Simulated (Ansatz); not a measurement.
C2H3N, SMILES `[C-]#[N+]C` (charge 0, multiplicity 1).

Cartesian coordinates (Å):
```xyz
6

C      2.0941    -0.0378     0.0510
N      0.9306    -0.0168     0.0227
C     -0.4782     0.0086    -0.0117
H     -0.8208     0.9219    -0.4999
H     -0.8745    -0.0226     1.0041
H     -0.8512    -0.8534    -0.5663
```
Charge 0, multiplicity 1.

Frozen-core energies in cc-pVTZ from Ansatz (a first-principles code) at a geometry from PBE0-D3(BJ)/def2-TZVP; the HF reference has <S^2> = 0.00 and the T1 diagnostic is 0.014.

```tsv
level	energy (Ha)
HF	-131.94217
MP2	-132.44520
CCSD	-132.46444
```

Q: Estimate the energies of CCSD(T), CCSDT and CCSDT(Q), and give each level's difference from CCSDT(Q).

A: 
```
level     energy (Ha)  difference from CCSDT(Q) (mHa)
--------  -----------  ------------------------------
MP2        -132.44520                           45.16
CCSD       -132.46444                           25.93
CCSD(T)    -132.48869                            1.67
CCSDT      -132.48888                            1.48
CCSDT(Q)   -132.49036                            0.00
```
